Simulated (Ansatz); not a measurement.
Consider the hydrogenolysis of a C–C bond: `CCCCCCCCCl` + H₂ → `CCCCCCl` + `CCC`.

Calculated with Ansatz (gas phase, PBE0-D4/def2-TZVP geometries, no zero-point term in ΔE). CCSD(T)/CBS adds triple-zeta CCSD(T) − MP2 to the extrapolated MP2 energy (def2 sets, frozen cores). This one scheme is used for every species. DFT in def2-TZVPP. HSE06 is defined as in plane-wave codes. Each species was taken in one conformer, which may not be the lowest.

Problem. Is it downhill or uphill in electronic energy at CCSD(T)/CBS, and by how much? (Estimate.)

Solution. Computed: Downhill: ΔE = -59.5 kJ/mol.

Problem. What do these levels give: revPBE-D4, BLYP-D4, HSE06-D4, ωB97X-V, revPBE, r2SCAN, PBE0, r2SCANh, RPA@PBE/def2-TZVPP, HF/def2-SVP, CCSD/def2-TZVPP, MP2/def2-QZVPP? (Best estimate.)

Solution. The calculation gave: revPBE-D4 -56.4, BLYP-D4 -64.2, HSE06-D4 -64.7, ωB97X-V -63.0, revPBE -76.2, r2SCAN -66.9, PBE0 -71.6, r2SCANh -67.6, RPA@PBE/def2-TZVPP -58.6, HF/def2-SVP -89.2, CCSD/def2-TZVPP -65.6, MP2/def2-QZVPP -56.1 kJ/mol.

Largest T1 diagnostic among the species: 0.009.

The D4 term adds +12.1 kJ/mol with B3LYP and +7.3 kJ/mol with PBE0; it sums over pairs of atoms, weighted by their polarisabilities, and B3LYP, whose exchange is more repulsive, gets the larger term. In def2-TZVPP, CCSD(T) changes the Hartree–Fock value by +25.5 kJ/mol (the triples alone add +4.8 kJ/mol) and MP2 by +29.3 kJ/mol.

B3LYP here is the variant with VWN-RPA as its local correlation; programs differ in this.
